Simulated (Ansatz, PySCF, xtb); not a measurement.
Complex: SiH4 (SMILES [SiH4]) (first 5 atoms) with C2H6O (SMILES CCO); geometry from B3LYP-D3(BJ)/def2-TZVP.
(charge 0, multiplicity 1):
```xyz
14

Si    -0.05351    -0.06743    -0.08312
H     -1.23489     0.19413     0.76714
H     -0.39872     0.31536    -1.47674
H      0.30813    -1.49903    -0.06646
H      1.08787     0.76882     0.34872
C      0.10628     1.30190     3.88946
C     -0.26573    -0.16433     3.76023
O      0.54388    -0.85828     2.81156
H     -0.55685     1.80556     4.59649
H      0.03174     1.80514     2.92485
H      1.13010     1.41548     4.25691
H     -0.21462    -0.66130     4.73639
H     -1.28697    -0.26859     3.39239
H      1.46910    -0.75188     3.05878
```

Counterpoise-corrected where a basis set is named; no monomer relaxation. Rows marked so take none.

Rows in 6-31G*, STO-3G carry no dispersion term and start afresh at each structure (6-31G* with six Cartesian d functions).

Programs: Ansatz (Gaussian orbitals); PySCF for 6-31G* rows, STO-3G rows; xtb for the GFN methods. Each number belongs to the level named beside it.

Task: One of these levels gives -0.23 kcal/mol for the interaction energy. Which?
(A) GFN-FF
(B) revPBE/def2-TZVPPD
(C) HF/STO-3G (no counterpoise)
(D) BP86/6-31G* (no counterpoise)

Result: C, HF/STO-3G (no counterpoise). The others give -0.58 (GFN-FF), -1.61 (BP86/6-31G* (no counterpoise)), 0.91 (revPBE/def2-TZVPPD)

Ansatz is a first-principles code.
